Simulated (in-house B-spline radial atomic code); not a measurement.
# Ca II (Ca+): [Ne] 3s2 3p5 4s1 7d1 (an excited or competing configuration)

Level of theory: Dirac-Hartree-Fock, average of configuration, Fermi nucleus of rms radius 3.4776 fm; calculated with a B-spline radial code for spherical atoms.

Screening seen three ways: the hydrogenic charge with the same mean radius, Z_r = [3n² - l(l+1)]/(2<r>), the one with the same energy, Z_e = n√(-2ε), and Slater's rules. Values are occupation-weighted means over j.

| shell | electrons | ε (eV) | <r> (bohr) | Z_r | Z_e | Slater |
| --- | --- | --- | --- | --- | --- | --- |
| 1s | 2 | -4111 | 0.07676 | 19.54 | 17.38 | 19.70 |
| 2s | 2 | -485.68 | 0.3606 | 16.64 | 11.95 | 15.85 |
| 2p | 6 | -395.08 | 0.3262 | 15.33 | 10.78 | 15.85 |
| 3s | 2 | -81.485 | 1.128 | 11.97 | 7.34 | 9.10 |
| 3p | 5 | -57.273 | 1.219 | 10.25 | 6.16 | 9.10 |
| 4s | 1 | -18.787 | 3.155 | 7.61 | 4.70 | 4.05 |
| 7d | 1 | -1.3801 | 28.14 | 2.50 | 2.23 | 2.00 |

The least bound orbital is 7d5/2 at -1.38 eV, and it is also the most diffuse (<r> = 28.15 bohr).

Spin-orbit splittings of the orbital energies (j = l + 1/2 above j = l - 1/2 when positive): 2p 3.791 eV, 3p 0.4406 eV, 7d 0.0003219 eV.

For the 1s electron the small component carries 0.511 % of the norm, the zero-frequency Breit interaction raises the level by 3.601 eV, self-energy by 1.668 eV, and vacuum polarisation lowers it by 0.1233 eV.
